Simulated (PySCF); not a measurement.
1-methyl-2,3-dihydroborole (C5H9B), SMILES CB1C=CCC1. Coordinates come from a PBE-D3(BJ)/def2-SVP optimisation. The values are those of a single conformer.

Computed equilibrium geometry at PBE-D3(BJ)/def2-SVP (PySCF confirms it by a frequency run) as Cartesian coordinates in Å (one conformer of several):
```xyz
15

C      2.3612     0.1774     0.1019
B      0.7948     0.0834    -0.0012
C     -0.2067     1.2257    -0.3359
C     -1.4733     0.7234    -0.2595
C     -1.5583    -0.7316     0.1115
C     -0.0968    -1.2066     0.2707
H      2.6000     0.5831     1.1133
H      2.8062     0.8955    -0.6177
H      2.8879    -0.7947     0.0214
H     -0.0164     2.2796    -0.5978
H     -2.3942     1.3076    -0.4468
H     -2.1247    -1.2984    -0.6624
H     -2.1589    -0.8559     1.0418
H      0.1635    -2.0148    -0.4492
H      0.1062    -1.6496     1.2707
```
